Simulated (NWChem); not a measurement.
# Basis-set dependence for ClGe

```xyz
2

Ge     0.0000     0.0000     0.7648
Cl     0.0000     0.0000    -1.4397
```
Charge 0, spin multiplicity 2.

The numbers come from NWChem runs, not from measurements. All single points use one geometry, from UB3LYP/def2-SVP, a minimum by its harmonic frequencies.

Hartree-Fock energies in Ha, correlation energies in mHa.

The Hamiltonian is non-relativistic. The correlated methods keep 14 core orbitals frozen. The Pople sets run with spherical d functions. This spin state was chosen for the runs; another may lie lower. The structure started from a generated list of species. The unpaired electrons of the parent sit in orbitals of symmetry b1 (C2v labels of the run); other states weren't searched. The stability of the SCF solutions was not checked. Open-shell Hartree-Fock references start from PBE0 orbitals. Coupled-cluster values serve here as a point of comparison, not as the truth.

| basis | functions | UHF | UMP2 | SCS-UMP2 | CCSD on ROHF | CCSD[T] on ROHF | CCSD(T) on ROHF | CCSD on UHF | CCSD[T] on UHF | CCSD(T) on UHF |
|---|---|---|---|---|---|---|---|---|---|---|
| def2-SVP | 50 | -2534.47397 | -317.2 | -298.3 | -335.4 | -345.9 | -345.0 | -331.8 | -342.0 | -341.1 |
| 6-311G** | 70 | -2534.84746 | -341.2 | -320.2 | -358.3 | -370.5 | -369.4 | -354.5 | -366.5 | -365.5 |
| def2-TZVP | 85 | -2534.89859 | -385.5 | -367.1 | -409.7 | -428.3 | -427.3 | not run | not run | not run |
| def2-QZVP | 145 | -2534.95328 | -464.4 | -443.2 | not run | not run | not run | not run | not run | not run |

From def2-TZVP to def2-QZVP the Hartree-Fock energy moves by -54.7 mHa and the UMP2 correlation energy by -78.9 mHa, which is 17 % of its value in the larger set.
